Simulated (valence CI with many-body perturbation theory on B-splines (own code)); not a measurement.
## Eu⁴⁰⁺: E2, M1 decay

Level of theory: configuration interaction combined with many-body perturbation theory (CI+MBPT): five valence electrons over a frozen Dirac-Fock core [Ar], radial functions for each j: 7 s, 7 p, 8 d, 6 f, 4 g, 1 h, with the one-electron correlation potential Σ1, the two-electron term Σ2, the three-electron term Σ3, Breit, model QED; selected CI, second order for the rest, scaled by the run's own slope (own B-spline code, finite nucleus).

No measured spectrum was set against this ion. As an estimate, large intervals hold to a few tenths of a per cent, small ones and those within an open d or f shell to about a per cent. Among the levels kept, up to 250 cm⁻¹ of a level comes from second order outside the variational space, and about a tenth of that is noise between levels of different J, which matters for small intervals. Only levels of the ground parity were solved; by the run's estimate the other parity begins above the list, which can be wrong where configurations are misplaced.

Lines 1 to 50 of 120 in falling wavelength, among levels below 1178200 cm⁻¹, chosen from the decays that carry over 1 % of a level's rate. Wavelengths and rates use the calculated energies. Electric multipoles are in the length gauge, E1 and E2 with the static RPA response of the core. Weak lines are less certain than strong ones. Lines between different terms over intervals too small for the method are left out, as are lines whose strength nearly cancels. Branching is blank where the lifetime is uncertain.

Levels are named by their leading jj configuration (3d3/2^4 stands for four electrons in 3d with j = 3/2), which in mixed levels can hold well under half, so a name can repeat and another be missing. Letters in brackets count levels of one name in rising energy.

```tsv
λ vac (nm)	Upper	Lower	Type	A (s⁻¹)	Branch %
927.9	(3d3/2^3 3d5/2^2) J=11/2	(3d3/2^3 3d5/2^2) J=7/2 [a]	E2	6.28e-08	
334.9	(3d3/2^3 3d5/2^2) J=9/2	(3d3/2^3 3d5/2^2) J=11/2	M1	2.89e+02	25.9
272.7	(3d3/2^3 3d5/2^2) J=7/2 [b]	(3d3/2^3 3d5/2^2) J=5/2 [b]	M1	4.06e+02	2.4
246.1	(3d3/2^3 3d5/2^2) J=9/2	(3d3/2^3 3d5/2^2) J=7/2 [a]	M1	8.15e+02	73.2
203.9	(3d3/2^3 3d5/2^2) J=5/2 [b]	(3d3/2^3 3d5/2^2) J=3/2 [a]	M1	1.16e+03	2.9
161.2	(3d3/2^3 3d5/2^2) J=1/2	(3d3/2^3 3d5/2^2) J=3/2 [a]	M1	6.93e+03	99.5
124.3	(3d3/2^3 3d5/2^2) J=7/2 [a]	(3d3/2^3 3d5/2^2) J=5/2 [a]	M1	5.92e+03	4.4
107.3	(3d3/2^2 3d5/2^3) J=1/2 [a]	(3d3/2^3 3d5/2^2) J=3/2 [b]	M1	9.50e+03	2.3
106.0	(3d3/2^3 3d5/2^2) J=7/2 [b]	(3d3/2^3 3d5/2^2) J=7/2 [a]	M1	2.31e+03	13.6
92.96	(3d3/2^3 3d5/2^2) J=3/2 [b]	(3d3/2^3 3d5/2^2) J=1/2	M1	1.98e+03	3.0
91.21	(3d3/2^2 3d5/2^3) J=5/2 [b]	(3d3/2^2 3d5/2^3) J=5/2 [a]	M1	4.12e+03	1.1
88.59	(3d3/2^2 3d5/2^3) J=7/2 [b]	(3d3/2^2 3d5/2^3) J=7/2 [a]	M1	3.88e+03	3.0
87.02	(3d3/2^2 3d5/2^3) J=5/2 [b]	(3d3/2^3 3d5/2^2) J=3/2 [b]	M1	9.75e+03	2.7
84.81	(3d3/2^2 3d5/2^3) J=1/2 [b]	(3d3/2^2 3d5/2^3) J=3/2 [a]	M1	1.37e+04	3.2
82.94	(3d3/2^3 3d5/2^2) J=3/2 [b]	(3d3/2^3 3d5/2^2) J=5/2 [b]	M1	5.28e+03	8.0
81.24	(3d3/2^2 3d5/2^3) J=9/2 [c]	(3d3/2^2 3d5/2^3) J=9/2 [b]	M1	1.52e+04	8.8
72.41	(3d3/2^3 3d5/2^2) J=5/2 [b]	(3d3/2^3 3d5/2^2) J=5/2 [a]	M1	3.61e+04	90.7
63.94	(3d3/2^2 3d5/2^3) J=3/2 [c]	(3d3/2^2 3d5/2^3) J=1/2 [b]	M1	9.68e+03	3.4
63.68	(3d3/2^2 3d5/2^3) J=9/2 [a]	(3d3/2^3 3d5/2^2) J=7/2 [b]	M1	2.17e+04	9.8
58.96	(3d3/2^3 3d5/2^2) J=3/2 [b]	(3d3/2^3 3d5/2^2) J=3/2 [a]	M1	1.29e+04	19.6
57.62	(3d3/2^2 3d5/2^3) J=7/2 [a]	(3d3/2^3 3d5/2^2) J=5/2 [b]	M1	4.88e+04	14.9
56.63	(3d3/2^2 3d5/2^3) J=5/2 [c]	(3d3/2^3 3d5/2^2) J=3/2 [b]	M1	6.16e+04	12.8
54.49	(3d3/2^2 3d5/2^3) J=5/2 [a]	(3d3/2^3 3d5/2^2) J=7/2 [a]	M1	5.18e+04	8.0
53.83	(3d3/2^2 3d5/2^3) J=3/2 [b]	(3d3/2^2 3d5/2^3) J=5/2 [a]	M1	1.08e+04	5.8
53.63	(3d3/2^3 3d5/2^2) J=5/2 [a]	(3d3/2^4 3d5/2) J=5/2	M1	2.46e+05	100.0
52.77	(3d3/2 3d5/2^4) J=7/2 [a]	(3d3/2^2 3d5/2^3) J=5/2 [c]	M1	4.02e+04	5.2
52.48	(3d3/2^2 3d5/2^3) J=7/2 [a]	(3d3/2^3 3d5/2^2) J=9/2	M1	7.99e+04	24.5
52.34	(3d3/2^2 3d5/2^3) J=3/2 [b]	(3d3/2^3 3d5/2^2) J=3/2 [b]	M1	2.98e+03	1.6
50.81	(3d3/2^2 3d5/2^3) J=11/2	(3d3/2^3 3d5/2^2) J=9/2	M1	3.13e+04	13.8
50.30	(3d3/2^2 3d5/2^3) J=5/2 [b]	(3d3/2^3 3d5/2^2) J=7/2 [b]	M1	3.40e+04	9.4
49.81	(3d3/2^2 3d5/2^3) J=1/2 [a]	(3d3/2^3 3d5/2^2) J=1/2	M1	1.53e+05	37.6
48.72	(3d3/2 3d5/2^4) J=5/2 [a]	(3d3/2^2 3d5/2^3) J=3/2 [a]	M1	5.92e+04	5.3
48.18	(3d3/2^2 3d5/2^3) J=5/2 [d]	(3d3/2^2 3d5/2^3) J=5/2 [c]	M1	6.37e+03	1.4
47.54	(3d3/2^2 3d5/2^3) J=3/2 [a]	(3d3/2^3 3d5/2^2) J=1/2	M1	2.35e+04	3.4
46.90	(3d3/2^2 3d5/2^3) J=7/2 [c]	(3d3/2^2 3d5/2^3) J=5/2 [a]	M1	2.95e+03	1.0
46.81	(3d3/2^2 3d5/2^3) J=9/2 [c]	(3d3/2^2 3d5/2^3) J=11/2	M1	2.94e+03	1.7
46.23	(3d3/2 3d5/2^4) J=7/2 [a]	(3d3/2^2 3d5/2^3) J=9/2 [b]	M1	4.87e+04	6.3
46.12	(3d3/2 3d5/2^4) J=3/2 [a]	(3d3/2^2 3d5/2^3) J=5/2 [c]	M1	7.71e+04	8.6
45.81	(3d3/2^2 3d5/2^3) J=5/2 [d]	(3d3/2^2 3d5/2^3) J=7/2 [b]	M1	5.49e+03	1.2
44.78	(3d3/2^2 3d5/2^3) J=3/2 [a]	(3d3/2^3 3d5/2^2) J=5/2 [b]	M1	9.91e+04	14.4
44.11	(3d3/2^2 3d5/2^3) J=11/2	(3d3/2^3 3d5/2^2) J=11/2	M1	1.96e+05	86.2
43.62	(3d3/2 3d5/2^4) J=11/2	(3d3/2^2 3d5/2^3) J=9/2 [b]	M1	4.55e+04	7.1
43.25	(3d3/2^2 3d5/2^3) J=7/2 [a]	(3d3/2^3 3d5/2^2) J=7/2 [a]	M1	1.16e+05	35.4
42.79	(3d3/2^2 3d5/2^3) J=9/2 [b]	(3d3/2^3 3d5/2^2) J=7/2 [b]	M1	3.86e+04	8.1
42.47	(3d3/2^2 3d5/2^3) J=5/2 [b]	(3d3/2^3 3d5/2^2) J=5/2 [b]	M1	1.55e+05	42.6
41.57	(3d3/2^2 3d5/2^3) J=9/2 [a]	(3d3/2^3 3d5/2^2) J=11/2	M1	7.96e+04	35.9
40.04	(3d3/2^2 3d5/2^3) J=7/2 [b]	(3d3/2^3 3d5/2^2) J=7/2 [b]	M1	3.82e+04	29.3
39.81	(3d3/2 3d5/2^4) J=7/2 [a]	(3d3/2^2 3d5/2^3) J=5/2 [b]	M1	1.22e+05	15.8
39.78	(3d3/2^2 3d5/2^3) J=9/2 [a]	(3d3/2^3 3d5/2^2) J=7/2 [a]	M1	1.18e+05	53.4
39.21	(3d3/2 3d5/2^4) J=5/2 [a]	(3d3/2^2 3d5/2^3) J=7/2 [a]	M1	2.03e+05	18.2
```
